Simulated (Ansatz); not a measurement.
Relaxation of CH₄ClNSSi (9 atoms, charge 0, multiplicity 1), to a largest force component of 0.02 eV/Å in at most 50 steps.

Level of theory: Ansatz, RKS PBE/6-31G.

```xyz
9
Properties=species:S:1:pos:R:3
N -1.431 0.032 0.520
C -0.188 -0.585 0.261
S 1.045 0.155 1.102
Si 1.024 -0.050 -1.078
Cl 0.727 1.831 -1.796
H -1.809 -0.161 1.441
H -1.313 1.092 0.573
H -0.199 -1.646 0.345
H 2.232 -0.714 -1.385
```

**Question.** Where does it end, and by what steps?

**Answer.** The run converged. Limits of this set-up: no polarisation functions. After 12 steps the energy has fallen by 2.541 eV; S3 moved furthest, 1.11 Å. Parted: C2–S3.

| step | energy less start (eV) | largest force component (eV/Å) | accepted |
| --- | --- | --- | --- |
| 0 | 0.0000 | 6.467 | yes |
| 1 | -1.3245 | 3.307 | yes |
| 2 | -1.8772 | 1.742 | yes |
| 3 | -2.0975 | 1.026 | yes |
| 4 | -2.2902 | 0.920 | yes |
| 5 | -2.4020 | 0.545 | yes |
| 6 | -2.4729 | 0.817 | yes |
| 7 | -2.5193 | 0.559 | yes |
| 8 | -2.5324 | 0.395 | yes |
| 9 | -2.5405 | 0.217 | yes |
| 10 | -2.5411 | 0.051 | yes |
| 11 | -2.5414 | 0.031 | yes |
| 12 | -2.5415 | 0.020 | yes |

```xyz
9
Properties=species:S:1:pos:R:3
N -1.398 0.090 0.424
C -0.314 -0.659 0.236
S 2.117 0.069 1.370
Si 1.274 0.035 -0.578
Cl 0.453 1.920 -1.507
H -2.120 -0.139 1.108
H -1.465 0.999 -0.049
H -0.285 -1.633 0.735
H 1.827 -0.728 -1.755
```

Time of the run: 30 s on 1 thread of AMD EPYC 9R45 96-Core Processor (Zen 5) (shared host), peak memory 0.21 GiB.
